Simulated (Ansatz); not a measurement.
Worked example: SiCl4 + GaHCl → SiCl3 + GaHCl2

Species: SiCl4 (silicon tetrachloride) `Cl[Si](Cl)(Cl)Cl`, singlet; GaHCl `[Cl][GaH]`, doublet; SiCl3 `Cl[Si](Cl)Cl`, doublet; GaHCl2 `[Cl][GaH][Cl]`, singlet. A radical takes Cl: the energy is the difference in strength between the Si–Cl bond broken and the Ga–Cl bond made.

Shapes, held fixed at every level: PBE0-D4/def2-TZVP. Programs: Ansatz 0.2.0. The zero-point and thermal change to 298 K, harmonic and unscaled (PBE0-D4/def2-TZVP), is +2.0 kJ/mol.

At CCSD(T)/def2-TZVPP; 1 Eh = 2625.50 kJ/mol:

| species | energy (Eh) |
| --- | --- |
| SiCl4 | -2128.175172 |
| GaHCl | -2383.796112 |
| SiCl3 | -1668.338931 |
| GaHCl2 | -2843.625904 |

Task: Work out ΔH(298 K) of the reaction at this level.

Result: 
1. Products less reactants: (-1668.338931) + (-2843.625904) − [(-2128.175172) + (-2383.796112)] = 0.006449 Eh = +16.9 kJ/mol.
2. With the thermal change: +16.9 + (+2.0) = +18.9 kJ/mol.

Other levels give +11.2 (CCSD/def2-SVP) to +24.5 kJ/mol (BHLYP-D4/def2-TZVPP). No measured value is set beside it here. Open shells run unrestricted unless RO is named. Relativity is left out for Ga unless named. Correlated rows may include outer-core shells of Ga, which these sets cover unevenly.
